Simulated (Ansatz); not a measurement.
A run for Ansatz (an electronic-structure program): R-RI-MP2/aug-cc-pV(T+d)Z on H4OSi (SMILES O[SiH3]) with ghost functions, monomers drawn apart or pushed together. Files ending in .json are basis or fitting sets from the Basis Set Exchange.

Ansatz 0.2 input:
```yaml
crystal:
  periodic: [false, false, false]
  atoms:
    - {symbol: O, position_ang: [0.38237722, -0.57955132, 4.64208515]}
    - {symbol: Si, position_ang: [-0.81903722, -1.62562872, 5.03970354]}
    - {symbol: H, position_ang: [0.40241789, -0.22760294, 3.74088098]}
    - {symbol: H, position_ang: [-2.16770158, -1.01829034, 4.89040707]}
    - {symbol: H, position_ang: [-0.60792481, -1.99452227, 6.45571644]}
    - {symbol: H, position_ang: [-0.79303807, -2.85688808, 4.20703630]}
basis:
  gaussian:
    orbitals: aug-cc-pV_T+d_Z.json
    fitting: {mean_field: def2-universal-JKFIT, correlation: aug-cc-pVTZ-RIFIT.json}
    ghost_atoms:
      - {symbol: C, position_ang: [0.57626914, 1.53751556, -0.61857918]}
      - {symbol: N, position_ang: [0.60171230, 1.15179999, 0.45781194]}
      - {symbol: H, position_ang: [0.55289692, 1.89771196, -1.62295007]}
magnetization: {spin_polarized: false}
correlation: {method: mp2, electrons: outside_noble_gas}
scf: {lower_state_search: off}
```

Program output:

```
WARN ansatz: RAYON_NUM_THREADS=1 ignored (pool sized by the plan → 1); use --threads N
Functional definition: HF
these checks for a lower state are left out or cut short: stability, starts, cluster_reference, orbital_swaps, neighbouring_geometries, increment
integrals: 0.30 GiB planned
447 factors; integrals over basis functions are off by at most 1.1e0 eV
mean field: 0.53 GiB planned
mean field evaluation 1: about -9962.7410 eV, gradient 3.5e1 eV
mean field evaluation 2: about -9964.2660 eV, gradient 2.4e1 eV
mean field evaluation 4: about -9965.1681 eV, gradient 3.3e-1 eV
mean field -9965.16871387 eV, -366.2131956009 hartree, gradient 1.1e-6 eV, S^2 0.000000; 0 other end points of the search recorded, 0 dependent functions left out
6 core orbitals not correlated
695 factors; their error is unknown
reference -9965.16871387 eV, -366.2131956009 hartree; 7, 7 occupied and 295, 295 virtual orbitals, 695 factors
second order -10.48059110 eV of doubles, -0.00000000 eV of singles
Total energy: -9975.64930497 eV, -366.5983502197 hartree
Checks for a lower state left out: stability, starts, cluster_reference, orbital_swaps, neighbouring_geometries, increment
```

The run converged.

Cost: roughly 3 core-seconds.
